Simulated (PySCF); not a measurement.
Spectroscopy problems

[PySCF 2.14: geometry from GFN2-xTB; B3LYP/pcJ-1 coupling constants (spin–dipole term left out of most H,H and C,H couplings); σ from GIAO-PBE0/pcSseg-1; in vacuum; equivalent nuclei averaged; non-relativistic; one computed conformer]

References, each an isolated molecule treated in the same way: ¹H (31.72 ppm), ¹³C (186.93 ppm) against TMS. Multiplet labels drop J under 1 Hz and among equivalent protons, and merge close values. Unscaled 3J(H,H) run several per cent high. Splittings of carbon signals by F and P are missing where no couplings were computed. Where no couplings were computed, multiplicities follow the n + 1 count of equivalent neighbours, and m marks all less simple cases (inequivalent or close neighbours, rings, F or P nearby). Shifts are as computed. Against solution values, carbons near 30 ppm lie about +3 ppm off and those near 130 ppm about +5 ppm. Of 1211 compounds with measured shifts, 218 miss one by over three times the rms of a fit or turn the order of signals round; such compounds aren't used in these exercises.

**Question.** C$_{5}$H$_{12}$P$_{2}$. ¹H NMR (600 MHz, computed): δ 2.08 (m, 4H), 1.99 (m, 2H), 1.63 (m, 4H), 1.53 (m, 2H). ¹³C{¹H} NMR (computed): δ 32.5, 26.7, 24.0. What is it?

**Answer.** `P1(P)CCCCC1`. 3 carbon signals for 5 carbons: some carbons are equivalent by symmetry or fast rotation. Carbon types of the structure: 5 × CH2, leaving 2 H on heteroatoms. δC 32.5, 24.0: sp3 CH2 in a ring; aliphatic region, no heteroatom directly attached. δC 26.7: sp3 CH2 bonded to P. δH 1.99: hydrogen on a phosphorus bonded to P. δH 1.63: hydrogen on an sp3 CH2 bonded to P.

The data come from this structure; uniqueness wasn't tested.

**Question.** C$_{7}$H$_{12}$. ¹H NMR (400 MHz, computed): δ 2.12 (dtt, J = 8.3, 3.4, 2.3 Hz, 1H), 2.01 (m, 2H), 1.69 (m, 2H), 1.67 (m, 2H), 1.35 (m, 1H), 1.24 (m, 3H), 0.87 (m, 1H). ¹³C{¹H} NMR (computed): δ 48.6, 44.2, 36.1, 30.8, 15.2. What is it?

**Answer.** `C[C@H]1[C@@H]2CC[C@H]1C2`. The formula gives 2 degrees of unsaturation (2 rings in the answer). 5 carbon signals for 7 carbons: some carbons are equivalent by symmetry or fast rotation. Carbon types of the structure: 3 × CH, 3 × CH2, 1 × CH3, which accounts for all hydrogens. δC 48.6, 44.2: sp3 CH in a ring; a saturated carbon with 3 carbon neighbours and no heteroatom attached. δC 36.1, 30.8: sp3 CH2 in a ring; aliphatic region, no heteroatom directly attached. δC 15.2: methyl carbon; saturated and bonded to C and H only. δH 1.24: hydrogen on a methyl carbon; far from electronegative atoms and π systems.

The shifts were computed for this structure.
